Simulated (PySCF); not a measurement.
## Cl⁺: excitation energy

Cl⁺ [Ne] 3s2 3p4 (3P) → Cl⁺ [Ne] 3s1 3p5 (3P), as a difference of total energies. Computed with PySCF 2.14 in x2c-TZVPPall with one added diffuse shell each of s, p, d type (6s6p4d1f, 51 functions), with scalar relativity by spin-free X2C-1e. Correlated levels: valence and next inner shell: 1s2 frozen. The calculations carry no spin-orbit coupling.

```tsv
method	excitation energy (eV)
UHF	14.477
MP2 (valence and next inner shell)	13.097
SCS-MP2 (valence and next inner shell)	12.941
CCSD (valence and next inner shell)	12.154
CCSD(T) (valence and next inner shell)	11.659
```

Errors of the correlated levels include the incompleteness of this basis and the frozen core.

The coupled-cluster amplitudes are large for the upper state (T1 above 0.03 or a double amplitude above 0.15), so a single reference is strained.

Question: Which method comes closest to the reference value, and which is furthest?

Answer: The reference is 11.573 eV (measured; NIST levels, between the centres of gravity of the two terms). Closest: CCSD(T) (valence and next inner shell) (error 0.086 eV); furthest: UHF (error 2.904 eV).
